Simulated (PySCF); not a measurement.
# How methods differ on the excitation energy of Hf

Hf [Xe] 4f14 5d2 6s2 (3F) → Hf [Xe] 4f14 5d2 6s1 7s1 (5F), as a difference of total energies. Calculation: PySCF 2.14, in aug-cc-pwCVDZ-PP with ECP60MDF; a scalar-relativistic core potential. Correlated levels: valence and next inner shell: nothing frozen outside the core potential. The calculations carry no spin-orbit coupling.

```tsv
method	excitation energy (eV)
UHF	3.437
MP2 (valence and next inner shell)	4.588
SCS-MP2 (valence and next inner shell)	4.743
CCSD (valence and next inner shell)	4.609
CCSD(T) (valence and next inner shell)	4.742
```

Q: How much does correlation contribute at CCSD(T) (valence and next inner shell)?

A: 4.742 − (3.437) = 1.305 eV, measured against UHF.

The promoted electron is Rydberg-like, and one or two diffuse shells describe it only roughly, which tends to raise the upper state.
